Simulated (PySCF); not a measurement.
# Correlation energy of S³⁺ (sulfur, charge +3)

[Ne] 3s2 3p1, 2P determinant. Calculation: PySCF 2.14, in dyall-av3z (19s12p3d2f, 84 functions); the spin-free X2C one-electron Hamiltonian (Gaussian nucleus). Frozen: [Ne]; 3 electrons correlated; the 26 highest virtual orbitals of each spin left out.

```csv
level,correlation energy (mhartree)
CCSD,-70.82
(T),-1.00
CCSD(T),-71.82
```

Diagnostics: T1 = 0.0099, D1 = 0.0225, largest double amplitude 0.106.

Cost of the coupled-cluster step: of the order of 4 core-seconds, for 3 correlated electrons.
